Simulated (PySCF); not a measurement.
C4H5F3, SMILES C=C(C)C(F)(F)F.

The structure is a stationary point at PBE0-D3(BJ)/def2-SVP.

Computed with SMD-PBE0/def2-SVP run with PySCF.

Solvation free energies are E(SMD) − E(gas) at the gas-phase geometry, for 1 M in both phases. In vacuum the dipole moment is 2.17 D.

| solvent | ΔG(solv) (kcal/mol) | its non-electrostatic (CDS) part | dipole (D) |
|---|---|---|---|
| water | 2.0 | 5.0 | 2.63 |
| dimethylsulfoxide | -0.6 | 2.4 | 2.63 |
| N,N-dimethylformamide | … | … | … |

Some entries are withheld; supply them. (The exact figures need the calculation; the answer reports its results.)


- N,N-dimethylformamide, ΔG(solv) (kcal/mol): -1.3
- N,N-dimethylformamide, its non-electrostatic (CDS) part: 1.7
- N,N-dimethylformamide, dipole (D): 2.62
